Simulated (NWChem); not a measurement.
All runs are NWChem calculations. System: Cl3Y, charge 0, spin multiplicity 1, optimised in this run. The structure started from a generated list of species.

Job file:

```
start mol
memory heap 200 mb stack 900 mb global 1100 mb
geometry units angstroms
  Y     -0.431439     0.614026     0.000000
  Cl     1.152988     0.108848     1.742544
  Cl     1.152988     0.108848    -1.742544
  Cl    -1.316206    -1.626345     0.000000
  symmetry group Cs
end
basis spherical
  * library def2-svp
end
ecp
  Y library def2-ecp
end
dft
  xc xpbe96 cpbe96
  semidirect memsize 60000000 filesize 0
  iterations 100
  grid fine
  convergence energy 1e-8
end
driver
  maxiter 80
end
task dft optimize
task dft freq numerical
```

The output up to the point where the run's verdict is printed (cleaned and shortened):

```
             Northwest Computational Chemistry Package (NWChem) 7.3.0
             --------------------------------------------------------

                                NWChem Input Module
                                -------------------

 Scaling coordinates for geometry "geometry" by  1.889725989
 (inverse scale =  0.529177249)

 Turning off AUTOSYM since
 SYMMETRY directive was detected!

          ------
          auto-z
          ------
  Looking for out-of-plane bends

                             Geometry "geometry" -> ""
                             -------------------------

 Output coordinates in angstroms (scale by  1.889725989 to convert to a.u.)

  No.       Tag          Charge          X              Y              Z
 ---- ---------------- ---------- -------------- -------------- --------------
    1 Y                   39.0000    -0.43143866     0.61402621     0.00000000
    2 Cl                  17.0000     1.15298834     0.10884821     1.74254400
    3 Cl                  17.0000     1.15298834     0.10884821    -1.74254400
    4 Cl                  17.0000    -1.31620566    -1.62634479     0.00000000

 Effective nuclear repulsion energy (a.u.)     568.6139599390

            Nuclear Dipole moment (a.u.)
            ----------------------------
        X                 Y               Z
 ---------------- ---------------- ----------------
     0.0000000000     0.0000000000     0.0000000000

      Symmetry information
      --------------------

 Group name             Cs
 Group number              2
 Group order               2
 No. of unique centers     3

      Symmetry unique atoms

     1    2    4


 Summary of "ao basis" -> "" (spherical)
 ------------------------------------------------------------------------------
       Tag                 Description            Shells   Functions and Types
 ---------------- ------------------------------  ------  ---------------------
 *                          def2-svp                  on all atoms

                           NWChem Geometry Optimization
                           ----------------------------
[...]
    80      0.377383  4 Cl pz                77      0.276442  4 Cl pz
    42      0.267423  2 Cl px                60     -0.267423  3 Cl px
    39      0.195894  2 Cl px                57     -0.195894  3 Cl px
    43      0.187917  2 Cl py                44     -0.188720  2 Cl pz
    61     -0.187917  3 Cl py                62     -0.188720  3 Cl pz

 Vector   32  Occ=0.000000D+00  E=-1.304770D-01  Symmetry=a'
              MO Center= -3.6D-01,  5.1D-01, -2.5D-14, r^2= 3.5D+00
   Bfn.  Coefficient  Atom+Function         Bfn.  Coefficient  Atom+Function
  ----- ------------  ---------------      ----- ------------  ---------------
    15      0.529446  1 Y  d -2               4     -0.470442  1 Y  s
    17      0.324891  1 Y  d  0               5     -0.305191  1 Y  s
     2      0.281566  1 Y  s                  3      0.205359  1 Y  s
    19      0.190690  1 Y  d  2               1     -0.158627  1 Y  s
    20      0.138117  1 Y  d -2              13     -0.122692  1 Y  py

 Vector   33  Occ=0.000000D+00  E=-8.678366D-02  Symmetry=a"
              MO Center= -3.1D-02,  2.4D-01,  1.0D-10, r^2= 2.8D+00
   Bfn.  Coefficient  Atom+Function         Bfn.  Coefficient  Atom+Function
  ----- ------------  ---------------      ----- ------------  ---------------
    16      0.781181  1 Y  d -1              18      0.416117  1 Y  d  1
    43     -0.210694  2 Cl py                61      0.210694  3 Cl py
    21      0.147278  1 Y  d -1              23      0.136635  1 Y  d  1
    40     -0.121186  2 Cl py                58      0.121186  3 Cl py
    14      0.113322  1 Y  pz                 8     -0.082765  1 Y  pz

 Vector   34  Occ=0.000000D+00  E=-8.678216D-02  Symmetry=a'
              MO Center= -2.2D-01,  1.1D-01, -1.0D-10, r^2= 2.8D+00
   Bfn.  Coefficient  Atom+Function         Bfn.  Coefficient  Atom+Function
  ----- ------------  ---------------      ----- ------------  ---------------
    19      0.844846  1 Y  d  2              15     -0.246526  1 Y  d -2
    78      0.236070  4 Cl px                24      0.182686  1 Y  d  2
    79     -0.131967  4 Cl py                75      0.125366  4 Cl px
    43      0.101286  2 Cl py                61      0.101286  3 Cl py
    17     -0.094126  1 Y  d  0              12     -0.092728  1 Y  px

 center of mass
 --------------
 x =   0.16234390 y =  -0.23108865 z =   0.00000000

 moments of inertia (a.u.)
 ------------------
        1442.664457613835        -485.768213626133           0.000000000000
        -485.768213626133        1792.583136897445           0.000000000000
           0.000000000000           0.000000000000        1101.372903457325

     Multipole analysis of the density
     ---------------------------------

     L   x y z        total         alpha         beta         nuclear
     -   - - -        -----         -----         ----         -------
     0   0 0 0     -0.000000    -31.000000    -31.000000     62.000000

     1   1 0 0     -0.654301     -9.597553     -9.597553     18.540804
     1   0 1 0      0.930997     13.658764     13.658764    -26.386531
     1   0 0 1     -0.000000     -0.000000     -0.000000      0.000000

     2   2 0 0    -47.879543   -201.403281   -201.403281    354.927019
     2   1 1 0     -5.176050   -119.130267   -119.130267    233.084484
     2   1 0 1      0.000000      0.000000      0.000000      0.000000
     2   0 2 0    -44.151239   -115.590481   -115.590481    187.029723
     2   0 1 1      0.000000      0.000000      0.000000      0.000000
     2   0 0 2    -51.516296   -285.102320   -285.102320    518.688343

 Line search:
     step= 1.00 grad=-3.2D-03 hess= 6.1D-04 energy=  -1418.192339 mode=downhill
 new step= 2.61                   predicted energy=  -1418.193905
 !! There are insufficient internal variables: expected     5 got     6
 !! Either AUTOZ failed or your geometry has changed so much that the
 !! coordinates should be regenerated.
```

The run crashed. NWChem stopped with the message: geom_binvr: #indep variables incorrect 500006.
